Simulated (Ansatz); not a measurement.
The inner images of a band of CH₆BPSi (10 atoms, charge 0, multiplicity 1) are given out of order.

Computed with RKS r2SCAN-D4/def2-SVP in Ansatz 0.2.0.

Image 0:

```xyz
10
Properties=species:S:1:pos:R:3
C -1.324 0.608 -0.764
Si -0.312 -0.681 0.152
B 1.035 -0.198 1.475
P 1.968 -0.983 0.077
H -1.353 0.392 -1.844
H -2.362 0.603 -0.391
H -0.910 1.616 -0.618
H -0.811 -2.064 -0.096
H 1.272 0.612 2.328
H 2.881 0.044 -0.316
```

Image 8:

```xyz
10
Properties=species:S:1:pos:R:3
C -1.594 0.918 -0.904
Si -0.291 0.278 0.283
B 0.784 -0.182 1.698
P 1.449 -0.990 0.080
H -2.116 0.083 -1.396
H -2.331 1.513 -0.342
H -1.139 1.558 -1.675
H 1.484 -2.408 -0.105
H 1.117 -0.172 2.849
H 2.719 -0.650 -0.484
```

Put them in order from the first end to the last, with their energies above the first end.
A.
```xyz
10
Properties=species:S:1:pos:R:3
C -1.312 0.750 -0.811
Si -0.895 -0.521 0.551
B 0.639 -0.110 1.570
P 1.928 -1.015 0.298
H -1.838 0.288 -1.659
H -2.004 1.479 -0.349
H -0.435 1.306 -1.173
H 1.220 -2.135 -0.231
H 1.065 0.111 2.671
H 1.716 -0.204 -0.864
```
B.
```xyz
10
Properties=species:S:1:pos:R:3
C -1.313 0.581 -0.737
Si -0.451 -0.781 0.249
B 0.923 -0.265 1.511
P 1.942 -0.979 0.145
H -1.879 0.180 -1.589
H -1.986 1.188 -0.113
H -0.527 1.247 -1.124
H -0.250 -2.063 -0.462
H 1.046 0.596 2.337
H 2.578 0.245 -0.214
```
C.
```xyz
10
Properties=species:S:1:pos:R:3
C -1.281 0.593 -0.731
Si -0.687 -0.862 0.377
B 0.793 -0.218 1.483
P 1.861 -1.115 0.244
H -1.830 0.212 -1.606
H -1.970 1.233 -0.155
H -0.454 1.228 -1.083
H 0.312 -1.774 -0.502
H 1.029 0.554 2.367
H 2.309 0.096 -0.392
```
D.
```xyz
10
Properties=species:S:1:pos:R:3
C -1.318 0.593 -0.777
Si -0.296 -0.716 0.106
B 0.983 -0.247 1.495
P 2.000 -0.917 0.090
H -1.716 0.214 -1.731
H -2.166 0.914 -0.151
H -0.699 1.479 -0.984
H -0.705 -2.108 -0.229
H 1.160 0.536 2.388
H 2.840 0.201 -0.204
```
E.
```xyz
10
Properties=species:S:1:pos:R:3
C -1.281 0.664 -0.753
Si -0.919 -0.753 0.508
B 0.627 -0.162 1.495
P 1.865 -1.142 0.321
H -1.802 0.273 -1.641
H -1.985 1.354 -0.249
H -0.413 1.260 -1.073
H 0.888 -1.850 -0.487
H 1.060 0.364 2.486
H 2.043 -0.059 -0.603
```
F.
```xyz
10
Properties=species:S:1:pos:R:3
C -1.387 0.790 -0.833
Si -0.750 -0.368 0.521
B 0.654 -0.057 1.715
P 1.349 -1.024 0.164
H -1.897 0.260 -1.649
H -2.069 1.535 -0.400
H -0.504 1.308 -1.236
H 1.491 -2.371 -0.229
H 1.161 0.157 2.773
H 2.035 -0.281 -0.824
```
G.
```xyz
10
Properties=species:S:1:pos:R:3
C -1.535 0.874 -0.877
Si -0.599 -0.116 0.417
B 0.751 -0.125 1.689
P 1.340 -1.044 0.091
H -2.069 0.224 -1.585
H -2.255 1.552 -0.395
H -0.795 1.474 -1.427
H 1.571 -2.436 -0.126
H 1.201 0.033 2.789
H 2.473 -0.486 -0.573
```

D (+0.02 eV), B (+0.39 eV), C (+1.07 eV), E (+1.19 eV), A (+1.37 eV), F (+1.12 eV), G (+0.80 eV).

Time of the run: 8.2 min on 2 threads of Arm Neoverse V1, with other jobs on the host, peak memory 0.15 GiB.
